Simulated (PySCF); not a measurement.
C5H4F2, SMILES FC1=C(C=CC1)F. Coordinates come from a B3LYP-D3(BJ)/def2-SVP optimisation. One conformer was computed; it need not be the lowest.

Computed equilibrium geometry at B3LYP-D3(BJ)/def2-SVP (PySCF confirms it by a frequency run) as bond lengths and angles, and its point group (one conformer of several):
point group Cs.
Atoms: F1 C2 C3 F4 C5 C6 C7 H8 H9 H10 H11. Bond lengths (Å): F1–C2 1.331, C2–C3 1.350, C2–C7 1.465, C3–F4 1.331, C3–C5 1.497, C5–C6 1.509, C5–H8 1.106, C5–H9 1.106, C6–C7 1.351, C6–H10 1.089, C7–H11 1.090. Angles (°): F1–C2–C3 127.3, F1–C2–C7 123.2, C3–C2–C7 109.5, C2–C3–F4 127.8, C2–C3–C5 109.5, F4–C3–C5 122.7, C3–C5–C6 102.9, C3–C5–H8 111.7, C3–C5–H9 111.7, C6–C5–H8 112.1, C6–C5–H9 112.1, H8–C5–H9 106.6, C5–C6–C7 109.4, C5–C6–H10 123.7, C7–C6–H10 126.9, C2–C7–C6 108.8, C2–C7–H11 123.4, C6–C7–H11 127.7.
Charge 0, spin multiplicity 1.
